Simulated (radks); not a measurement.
All-electron atom: Tb2.7+ in [Kr] 4d10 4f9 5s2 5p(1/2: 2, 3/2: 3.3) (fractional occupations, a model configuration). Method: Dirac Kohn-Sham, LDA (Slater exchange, Perdew-Wang correlation), spin-unpolarised, spherical densities, finite nucleus; open shells fill j = l - 1/2 first; Fermi nuclear charge, rms radius 5.06 fm; computed with a radial shooting solver on a logarithmic mesh with Libxc functionals.

Unscreened Slater integrals over Kohn-Sham orbitals (cm^-1). Large and small components are both included.

| integral | value |
|---|---|
| F0(4f7/2,4f7/2) | 234190 |
| F2(4f7/2,4f7/2) | 108110 |
| F4(4f7/2,4f7/2) | 67208 |
| F6(4f7/2,4f7/2) | 48177 |
| F0(4f7/2,4f5/2) | 236000 |
| F2(4f7/2,4f5/2) | 109050 |
| F4(4f7/2,4f5/2) | 67812 |
| G2(4f7/2,4f5/2) | 108810 |
| G4(4f7/2,4f5/2) | 67669 |
| G6(4f7/2,4f5/2) | 48515 |
| F0(4f7/2,5p3/2) | 150600 |
| F2(4f7/2,5p3/2) | 52490 |
| G2(4f7/2,5p3/2) | 28933 |
| G4(4f7/2,5p3/2) | 21959 |
| F0(4f7/2,5p1/2) | 158180 |
| G4(4f7/2,5p1/2) | 25065 |
| F0(4f5/2,4f5/2) | 237850 |
| F2(4f5/2,4f5/2) | 110020 |
| F4(4f5/2,4f5/2) | 68439 |
| F0(4f5/2,5p3/2) | 151090 |
| F2(4f5/2,5p3/2) | 52103 |
| G2(4f5/2,5p3/2) | 28254 |
| G4(4f5/2,5p3/2) | 21524 |
| F0(4f5/2,5p1/2) | 158750 |
| G2(4f5/2,5p1/2) | 32686 |
| F0(5p3/2,5p3/2) | 126460 |
| F2(5p3/2,5p3/2) | 68159 |
| F0(5p3/2,5p1/2) | 130220 |
| G2(5p3/2,5p1/2) | 69390 |
| F0(5p1/2,5p1/2) | 134450 |
